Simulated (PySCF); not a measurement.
# Worked example: oscillator strength and radiative lifetime

Cd(Cl)(SH) (CdClHS), SMILES [Cd]([SH])[Cl].

Coordinates come from a PBE0-D3(BJ)/def2-TZVP optimisation. The def2 effective core potentials stand for the cores of Cd; spin–orbit coupling is left out. Other conformers were not sampled.

TDDFT-PBE0/def2-SVPD (PySCF) puts the first singlet state with f over 0.02 at 5.67 eV (vertical), with the transition dipole (0.000, 0.000, 0.420) in atomic units.

Task: Find the oscillator strength, the wavelength and the radiative lifetime that this transition would have in vacuum if emission retraced absorption.

Result: 
|μ|² = 0.1764 au, so |μ| = 1.07 D. ΔE = 5.67/27.211 = 0.2084 hartree. f = (2/3) ΔE |μ|² = 0.025 (the program prints 0.025).
λ = 1239.84/5.67 = 219 nm; ν = 45732 cm⁻¹.
Einstein's coefficient A = 0.6670 ν² f s⁻¹ (ν in cm⁻¹) = 3.4e7 s⁻¹, so τ = 1/A = 29 ns. This state is S4; the lower singlets have f = 0.015, 0.000, 0.015. The figure is the radiative limit of this one transition; relaxation, internal conversion, crossing to triplets and a medium change what is measured.
